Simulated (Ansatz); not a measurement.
N-butylpyridinium hexafluoroantimonate, `CCCC[n+]1ccccc1.[F][Sb-]([F])([F])([F])([F])[F]`, relaxed as a singlet with RKS PBE-D4/def2-SVP in Ansatz, starting from the GFN2-xTB geometry. Force threshold 0.03 eV/Å.

In the def2 sets Sb takes a core potential; there is no spin–orbit coupling.

Start:

```xyz
31

C    -3.634    1.051   -2.697
C    -2.713    1.275   -1.505
C    -1.676    0.161   -1.377
C    -0.765    0.420   -0.175
N     0.258   -0.600   -0.065
C    -0.041   -1.759    0.527
C     0.900   -2.754    0.667
C     2.188   -2.536    0.197
C     2.475   -1.332   -0.427
C     1.482   -0.380   -0.546
H    -3.063    1.019   -3.622
H    -4.356    1.859   -2.771
H    -4.177    0.115   -2.593
H    -2.200    2.231   -1.616
H    -3.306    1.321   -0.590
H    -1.076    0.116   -2.289
H    -2.183   -0.800   -1.264
H    -0.283    1.392   -0.274
H    -1.347    0.428    0.749
H    -1.039   -1.865    0.923
H     0.638   -3.670    1.170
H     2.957   -3.279    0.332
H     3.468   -1.107   -0.779
H     1.677    0.585   -0.990
F     3.079    0.436    4.324
Sb    2.300    1.195    2.786
F     0.850    1.990    3.713
F     1.162   -0.377    2.560
F     3.374    2.741    2.860
F     1.501    1.844    1.130
F     3.551    0.279    1.640
```

Task: Estimate the energy that the relaxation releases and the steps that it takes.

Result: 45.2 kJ/mol, in 41 steps; 2.7 min on 2 threads of AMD EPYC 7R13 on a shared host and a share (18 GiB) of an NVIDIA H100 80GB HBM3. The force fell under the threshold at step 19, but the optimiser went on and released 0.049 eV more. No frequencies were taken in this run, so the end may be a saddle point.

Task: Does the start keep its bonding?

Result: By distances, no bond broke or formed. The bond that changes most is Sb26–F29, from 1.88 to 1.93 Å (atoms count from 1). A close non-bonded pair moves further: H18–F28, from 3.64 to 2.04 Å.

Task: Predict the relaxed structure.

Result: 
```xyz
31

C    -2.6839    2.1096   -2.0591
C    -2.3377    1.3338   -0.7893
C    -1.4066    0.1447   -1.0586
C    -1.0874   -0.5900    0.2419
N     0.0686   -1.5212    0.1379
C    -0.0992   -2.8583    0.3108
C     0.9932   -3.7197    0.3040
C     2.2842   -3.1884    0.1381
C     2.4338   -1.8086   -0.0404
C     1.3047   -0.9907   -0.0488
H    -1.7680    2.5154   -2.5369
H    -3.3502    2.9670   -1.8367
H    -3.1991    1.4687   -2.8063
H    -1.8280    2.0042   -0.0640
H    -3.2699    0.9785   -0.2947
H    -0.4651    0.5396   -1.4910
H    -1.8534   -0.5553   -1.7996
H    -0.7988    0.1263    1.0374
H    -1.9486   -1.1874    0.5986
H    -1.1315   -3.2011    0.4662
H     0.8271   -4.7966    0.4455
H     3.1625   -3.8507    0.1505
H     3.4134   -1.3229   -0.1452
H     1.3549    0.1007   -0.1909
F     2.4742    2.4401    3.3968
Sb    1.6541    2.2443    1.6607
F     0.0497    3.2089    2.1616
F     0.7740    0.5733    2.2538
F     2.5131    3.8245    0.9623
F     0.8110    1.9129   -0.1128
F     3.1090    1.0985    1.0080
```
Bond lengths: 7 × C–C 1.39 to 1.53 Å; 6 × F–Sb 1.93 to 1.99 Å; 3 × C–N 1.36 to 1.49 Å; 14 × C–H 1.10 to 1.11 Å.
